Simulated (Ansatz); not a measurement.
Abridged output of a molecular run in Ansatz:

```
Functional definition: HF
1492 factors; integrals over basis functions are off by at most 1.0e-3 eV
mean field evaluation 1: about -124938.4579 eV, gradient 3.5e1 eV
mean field evaluation 2: about -124938.6887 eV, gradient 3.5e1 eV
mean field evaluation 4: about -124941.5602 eV, gradient 4.1e0 eV
mean field evaluation 8: about -124941.6202 eV, gradient 2.8e-1 eV
mean field -124941.62062548 eV, -4591.5198695144 hartree, gradient 2.4e-6 eV, S^2 0.000000; 0 other end points of the search recorded, 0 dependent functions left out
20 core orbitals not correlated: weight in the atoms' cores, before any rotation towards them, 1.000 or more for the frozen orbitals, at most 0.000 for the correlated occupied ones
reference -124941.62062548 eV, -4591.5198695144 hartree; 23, 23 occupied and 199, 199 virtual orbitals, 1492 factors
second order -25.78781781 eV of doubles, -0.00000000 eV of singles
cycle   1  -25.69517181 eV  change    9.3e-2 eV  update   1.2e-1
cycle   2  -26.42241268 eV  change   -7.3e-1 eV  update   3.4e-2
cycle   3  -26.54881134 eV  change   -1.3e-1 eV  update   1.7e-2
cycle   4  -26.53287088 eV  change    1.6e-2 eV  update   4.1e-3
cycle   5  -26.53102854 eV  change    1.8e-3 eV  update   2.0e-3
cycle   6  -26.53188849 eV  change   -8.6e-4 eV  update   6.2e-4
cycle   7  -26.53154865 eV  change    3.4e-4 eV  update   2.7e-4
cycle   8  -26.53148114 eV  change    6.8e-5 eV  update   8.2e-5
cycle   9  -26.53152444 eV  change   -4.3e-5 eV  update   3.2e-5
perturbative correction -0.98789825 eV, -0.0363045912 hartree
Total energy: -124969.14004817 eV, -4592.5311896449 hartree
```

Its atoms:

```xyz
10

C     0.1790    0.9899    1.2503
O    -0.6988    0.7775    0.1692
Ge   -0.1341   -0.1654   -1.2229
Se    0.5049   -2.3369   -0.5790
H    -0.3538    1.5735    2.0039
H     0.5013    0.0458    1.7059
H     1.0730    1.5519    0.9490
H     1.1425    0.4700   -1.8027
H    -1.3315   -0.1769   -2.1746
H    -0.8825   -2.7294   -0.2991
```

Problem. Which basis set was used?
A. def2-SVPD
B. cc-pV(D+d)Z
C. def2-TZVPP
D. cc-pV(Q+d)Z

Solution. C. It gives 242 functions.

Problem. Write the keys of the input that set method, charge and spin (a neutral closed shell needs none for the last two).

Solution. 
```yaml
correlation: {method: ccsd_t}
```
